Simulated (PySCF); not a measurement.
Working with the constants of GeCl

PBE0 constants of GeCl, ²Π (doublet), unpaired electrons π ↑ (PySCF, scalar-relativistic core potentials, basis sets Ge cc-pVTZ-PP with ECP10, Cl cc-pV(T+d)Z; masses 73.9212 and 34.9689 u):

```
ωe              : 402.4 cm⁻¹
ωexe            : 1.28 cm⁻¹
Be              : 0.1499 cm⁻¹
αe              : 0.000719 cm⁻¹
D (centrifugal) : 8.32e-08 cm⁻¹
De to Ge + Cl   : 4.11 eV
```

(1) Give the vibrational terms G(v) and spacings up to v = 6.

(2) How well does the Morse estimate ωe²/(4ωexe) reproduce De, and what is D0?

Spin–orbit coupling is left out. The state was picked by a PBE0 search and need not be the measured ground state.

## Answers

(1) G(v) = ωe(v+½) − ωexe(v+½)².

| v | G(v) (cm⁻¹) | G(v) − G(v−1) | Bv (cm⁻¹) |
| --- | --- | --- | --- |
| 0 | 200.9 |  | 0.1495 |
| 1 | 600.7 | 399.8 | 0.1488 |
| 2 | 998.0 | 397.3 | 0.1481 |
| 3 | 1392.7 | 394.7 | 0.1474 |
| 4 | 1784.9 | 392.2 | 0.1467 |
| 5 | 2174.5 | 389.6 | 0.1459 |
| 6 | 2561.5 | 387.0 | 0.1452 |

(2) It gives 3.92 eV, 95 % of the computed De. D0 = De − G(0) = 4.11 − 0.02 = 4.09 eV.
